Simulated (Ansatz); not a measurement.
A nudged elastic band was laid between two geometries of H5NSi + H5NSi (14 atoms, charge 0, multiplicity 1).

Level of theory: RKS r2SCAN-D4/cc-pVDZ in Ansatz.

```yaml
movable_images: 5
climbing_image: yes
spring: 5.0 eV/Å²
optimiser: quadratic models (default)
start_path: through a guess of the saddle point
force_threshold: 0.03 eV/Å
iteration_limit: 60
end_points: relaxed
```

Image 0:

```xyz
14
Properties=species:S:1:pos:R:3
Si -0.448 0.538 0.036
N -0.279 0.111 1.744
H -1.157 -0.063 2.234
H 0.250 0.785 2.300
H 0.931 0.725 -0.508
H -1.245 1.783 -0.243
H -1.131 -0.611 -0.635
N 1.558 -2.448 1.496
H 1.258 -2.964 0.669
Si 3.226 -1.921 1.483
H 4.108 -3.128 1.376
H 3.647 -0.971 0.386
H 3.482 -1.221 2.784
H 0.882 -1.692 1.666
```

Image 6:

```xyz
14
Properties=species:S:1:pos:R:3
Si 0.711 -0.039 -0.787
N -0.383 -0.757 3.082
H -0.292 -1.618 3.627
H -1.385 -0.670 2.896
H 1.807 0.227 -1.773
H -0.035 1.234 -0.508
H -0.266 -0.984 -1.437
N 1.427 -0.636 0.689
H 0.782 -0.674 1.504
Si 2.880 -1.583 0.886
H 2.692 -3.071 0.738
H 3.885 -1.147 -0.136
H 3.431 -1.356 2.265
H -0.173 -0.004 3.743
```

(1) Which bonds break or form, and what moves?

(2) Give the energies along the band, and the barrier.

(3) What is the geometry of the highest image?

(4) What are the harmonic wavenumbers there?

The band took 31 iterations and about 7 core-minutes.

Results:

(1) Bonds broken: Si1–N2, N8–H14. Bonds formed: Si1–N8, N2–H14. H5NSi + H5NSi becomes H3N + H7NSi2.

(2) The run converged. The highest image is number 2 of 0 to 6, 1.14 eV above the first end and 1.37 eV above the last; the last end lies 0.23 eV below the first. A vibrational analysis at the climbing image gives one clearly imaginary mode, 834i cm⁻¹: a first-order saddle point. The orbitals stay closed-shell, which can raise the energy where a bond breaks towards radicals; this wasn't checked here.

```tsv
image	path coordinate (Å)	energy (eV)	Si1–N2 (Å)	N8–H14 (Å)	Si1–N8 (Å)
0	0.00	0.00	1.77	1.03	3.88
1	1.64	0.02	1.77	1.03	3.45
2	3.29	1.14	1.94	1.44	2.13
3	5.23	0.24	2.87	2.26	1.78
4	7.17	-0.19	3.55	3.53	1.75
5	9.11	-0.23	3.99	3.57	1.74
6	11.06	-0.23	4.08	3.51	1.75
```

(3) 
```xyz
14
Properties=species:S:1:pos:R:3
Si 0.177 -0.007 0.236
N -0.277 -0.214 2.112
H -1.272 -0.359 2.297
H 0.041 0.558 2.704
H 1.491 0.657 -0.064
H -0.756 1.206 0.075
H -0.478 -0.933 -0.749
N 1.242 -1.700 0.983
H 0.897 -2.573 0.570
Si 2.992 -1.664 1.100
H 3.545 -2.930 1.694
H 3.694 -1.440 -0.212
H 3.355 -0.521 2.004
H 0.430 -1.156 2.039
```

(4) 834i, 76, 112, 137, 266, 287, 360, 453, 515, 620, 654, 664, 694, 714, 817, 838, 880, 924, 937, 952, 1005, 1055, 1064, 1105, 1492, 1630, 1893, 1978, 2134, 2155, 2168, 2170, 2179, 3476, 3496, 3576 cm⁻¹.

The run took 120 s on 4 threads of AMD EPYC 9R45 96-Core Processor (Zen 5), on a shared host, peak memory 0.22 GiB.
